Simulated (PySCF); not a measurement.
Run record: EPR job, `C=C[Si@@]([SiH2])(P)[SiH2]O` [radical].

Computed with UKS B3LYP, pcH-1 on C H O P Si, non-relativistic, mean-field spin-orbit, GIAO (PySCF 2.14.0). Geometry: GFN2-xTB. The command runs a driver script over a list of jobs; the input below is this job's line of settings and its coordinates in Å.

Command:
```bash
OMP_NUM_THREADS=1 python probes_run.py task.json out
```

Input:
```
{"job": {"kind": "epr", "basis": "pcH-1"}, "charge": 0, "multiplicity": 2}
C      2.465424     1.157761     0.199834
C      1.591634     0.726608    -0.693450
Si    -0.211985     0.281096    -0.298665
Si    -1.066482     1.912887     1.088147
P     -1.272030     0.694677    -2.264499
Si    -0.222632    -2.023602     0.242168
O     -1.510089    -2.311573     1.201908
H      3.491008     1.390168    -0.045363
H      2.184621     1.305962     1.231068
H      1.919392     0.600153    -1.719090
H     -0.640261     1.884253     2.499298
H     -2.518443     2.124107     1.188020
H     -0.713486    -0.382926    -2.923853
H     -2.388739    -0.041940    -1.917954
H      1.010549    -2.387819     0.955522
H     -0.500149    -2.988418    -0.819277
H     -1.625329    -1.929361     2.066273
```

Q: Estimate the output.

A: 
```
UKS, coarse grid
  cycle   1  E = -1367.16918718  |g| = 6.32e-01
  cycle   2  E = -1366.88338633  |g| = 1.05e+00
  cycle   3  E = -1367.30693503  |g| = 1.13e-01
  cycle   4  E = -1367.31098871  |g| = 5.38e-02
  cycle   5  E = -1367.31246715  |g| = 1.22e-02
  cycle   6  E = -1367.31252217  |g| = 7.37e-03
  cycle   7  E = -1367.31255254  |g| = 1.48e-03
  cycle   8  E = -1367.31255365  |g| = 6.24e-04
UKS, final grid
  cycle   1  E = -1367.31253557  |g| = 7.78e-04
  cycle   2  E = -1367.31253505  |g| = 1.25e-03
  cycle   3  E = -1367.31253594  |g| = 2.04e-04
  cycle   4  E = -1367.31253596  |g| = 2.99e-05
  cycle   5  E = -1367.31253597  |g| = 2.30e-05
E = -1367.31253597 Eh   <S^2> = 0.7526 (exact 0.7500)
g shifts (ppm)      1          2          3
  rmc          -123       -123       -123
  gc              9         36         44
  oz_so         -57       2334       3681
  total        -171       2247       3602
hyperfine (MHz)  atom isotope    a_iso     a_fc   dipolar eigenvalues
    0   13C      -0.40      -0.40     -0.74      0.01      0.72
    1   13C       6.43       6.44     -1.05     -0.93      1.98
    2  29Si      -9.57      -9.58     -7.66      1.96      5.70
    3  29Si    -407.27    -408.20   -168.07     83.08     84.99
    4   31P       4.56       4.55     -1.57      0.65      0.92
    5  29Si     -43.41     -43.48    -12.22      5.95      6.27
    6   17O      -0.41      -0.41     -0.35     -0.01      0.36
    7    1H       0.74       0.73     -0.75     -0.62      1.37
    8    1H       0.27       0.27     -1.95     -1.55      3.50
    9    1H      -1.78      -1.78     -1.29     -0.77      2.06
   10    1H       2.94       2.91     -9.76      1.66      8.10
   11    1H      10.05      10.02     -9.78      1.91      7.87
   12    1H      -1.46      -1.46     -0.91     -0.40      1.32
   13    1H       0.90       0.90     -1.19     -0.84      2.03
   14    1H       5.05       5.05     -0.99     -0.41      1.40
   15    1H      15.17      15.17     -1.08     -0.30      1.37
   16    1H      -0.18      -0.18     -1.43     -0.86      2.29
```

rmc, gc and oz_so are the mass-correction, gauge-correction and orbital-Zeeman/spin–orbit parts of the g shift along its three principal axes; a_iso is the isotropic hyperfine coupling and a_fc its Fermi-contact part. The program numbers atoms from 0.

Q: Get g_iso from the total shifts.

A: Their mean is 1893 ppm; added to g_e = 2.002319 it gives 2.00421.

Q: How far is ⟨S²⟩ from the pure-spin value?

A: S = 0.5 gives S(S+1) = 0.75; the run has 0.7526, 0.0026 more.

Summary of the converged run: ⟨S²⟩ 0.753; g_iso 2.0042.

Geometry: GFN2-xTB, one conformer, isolated molecule. The geometry optimisation had not met its thresholds, so the values belong to a structure short of the stationary point.

Q: Estimate the wall time. Hardware: one thread of an Arm Neoverse V2 (shared host). And the peak memory of the process?

A: About 2.6 min (density and orbital grids were written too), with 1.2 GiB resident at the peak, the Python interpreter and its libraries included.
Labels such as C1 count atoms from 1, the log's own numbers from 0.
